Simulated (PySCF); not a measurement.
**Continuum solvent and chemical shifts**

Cartesian coordinates in Å; atom numbers follow the order of the lines, from 1:
```xyz
7

N     2.521   -0.692    0.141
C     1.450   -0.261    0.031
Si   -0.287    0.407   -0.116
O    -1.340   -0.828   -0.416
H    -0.327    1.317   -1.282
H    -0.548    1.113    1.168
H    -1.391   -1.554    0.214
```

GIAO PBE0/pcSseg-1 in PySCF on one PBE0-D3(BJ)/def2-SVP conformer, non-relativistic, equivalent nuclei averaged. Solvents enter as an IEF-PCM continuum (acetone with ε = 20.5, dimethylsulfoxide with ε = 46.8) around the gas-phase geometry. Shifts are referred to TMS computed in the same medium.

Gas phase, δ in ppm: C2 126.3, Si3 -52.5, H5/H6 4.85, H7 1.23. Dipole moment 3.03 D.

(1) How does each δ change in the continuum?

(2) Which nuclei move most (in ppm), and what does the model miss?

Answers

(1) 
```tsv
atoms	environment	Δδ, acetone	Δδ, dimethylsulfoxide
C2	nitrile carbon	+5.8	+6.1
Si3	silicon bonded to C, O, 2 H	+1.8	+1.8
H5/H6	hydrogen on a silicon bonded to C, O	+0.09	+0.09
H7	hydrogen on an oxygen bonded to Si	+1.03	+1.08
```

Changes are relative to the gas phase. The dipole moment becomes 3.77 D in acetone, 3.81 D in dimethylsulfoxide.

(2) C2 (nitrile carbon, +6.1 ppm) in dimethylsulfoxide. A continuum only polarises the solute; specific hydrogen bonds, the anisotropy of aromatic solvents and changes of geometry or conformer are outside it.
